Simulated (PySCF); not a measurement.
Sn(F)2(Me)(OH) (CH₄F₂OSn), SMILES [OH][Sn]([F])([F])[CH3].

Coordinates come from a B3LYP-D3(BJ)/def2-SVP optimisation. The structure was generated by enumeration; whether it is a known compound was not checked. The def2 effective core potentials stand for the cores of Sn; spin–orbit coupling is left out. One conformer was computed; it need not be the lowest.

These are PBE/def2-TZVP in PySCF values and carry that method's errors.

Symmetry labels are those of the subgroup Cs that the program uses (full group Cs).

Q: List the valence orbital energies around the gap with their symmetry. (The exact figures need the calculation; the answer reports its results.)

A: 
| orbital | symmetry | energy (eV) |
|---|---|---|
| HOMO−7 | A" | -10.01 |
| HOMO−6 | A' | -9.58 |
| HOMO−5 | A' | -9.24 |
| HOMO−4 | A" | -8.86 |
| HOMO−3 | A" | -8.74 |
| HOMO−2 | A' | -8.59 |
| HOMO−1 | A' | -8.18 |
| HOMO | A" | -7.60 |
| LUMO | A' | -2.68 |
| LUMO+1 | A" | -0.47 |
| LUMO+2 | A' | -0.43 |
| LUMO+3 | A' | 0.03 |
